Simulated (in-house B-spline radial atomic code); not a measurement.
## Ni: [Ar] 3d8 4s2

Level of theory: non-relativistic B97-1, spin-polarised, spherical fractional occupations, exact exchange averaged over the configuration, point nucleus; calculated with a radial B-spline atomic code at the basis-set limit.

Z_r = [3n² - l(l+1)]/(2<r>); Z_e = n√(-2ε); the last column is Slater's effective charge. Values are occupation-weighted means over spin.

| shell | electrons | ε (eV) | <r> (bohr) | Z_r | Z_e | Slater |
| --- | --- | --- | --- | --- | --- | --- |
| 1s | 2 | -8162.4 | 0.05483 | 27.36 | 24.49 | 27.70 |
| 2s | 2 | -977.48 | 0.248 | 24.19 | 16.95 | 23.85 |
| 2p | 6 | -852.38 | 0.2166 | 23.09 | 15.83 | 23.85 |
| 3s | 2 | -113.18 | 0.7498 | 18.00 | 8.65 | 16.75 |
| 3p | 6 | -74.522 | 0.7837 | 15.95 | 7.02 | 16.75 |
| 3d | 8 | -11.481 | 0.9915 | 10.59 | 2.76 | 7.55 |
| 4s | 2 | -6.0215 | 2.89 | 8.30 | 2.66 | 4.05 |

The least bound orbital is 4s down at -5.89 eV, and it is also the most diffuse (<r> = 2.92 bohr). The part-filled 3d shell lies below the filled 4s shell in orbital energy.
